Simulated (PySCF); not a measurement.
## Basis-set dependence of InH at CCSD

PySCF, RHF reference; singlet, unpaired electrons none; De to In + H without counterpoise correction. Frozen cores follow the default of each basis and core potential.

```
             basis                           relativity  functions  Re (Å)  ωe (cm⁻¹)  De (eV)  frozen orbitals
cc-pVDZ-PP/cc-pVDZ  scalar-relativistic core potentials         28   1.845       1478     2.54                4
          def2-SVP  scalar-relativistic core potentials         31   1.848       1479     2.53                4
cc-pVTZ-PP/cc-pVTZ  scalar-relativistic core potentials         53   1.845       1494     2.72                4
         def2-TZVP  scalar-relativistic core potentials         56   1.833       1523     2.59                4
      x2c-TZVPPall                        spin-free X2C         74   1.835       1495     2.70               18
```

Question: How does each smaller set differ from the one with most functions, x2c-TZVPPall?

Answer: cc-pVDZ-PP/cc-pVDZ: +1.0 pm, -1.1 % in ωe, -0.16 eV in De; def2-SVP: +1.3 pm, -1.1 % in ωe, -0.17 eV in De; cc-pVTZ-PP/cc-pVTZ: +1.0 pm, -0.1 % in ωe, +0.02 eV in De; def2-TZVP: -0.2 pm, +1.9 % in ωe, -0.11 eV in De. All at CCSD; the set with most functions is neither the basis-set limit nor always the best. The rows treat relativity differently, so the differences are not basis effects alone.

Correlated steps freeze the inner cores (4 to 18 orbitals); shallow outer-core shells are correlated. Correlated levels converge slowly with the basis: in double zeta they bind strong bonds too weakly, by up to about 1 eV, and carry superposition errors of some tenths. Spin–orbit coupling is left out, which matters for elements this heavy, above all for dissociation energies. Where the molecule has an RHF reference, its open-shell atoms are computed with UHF.
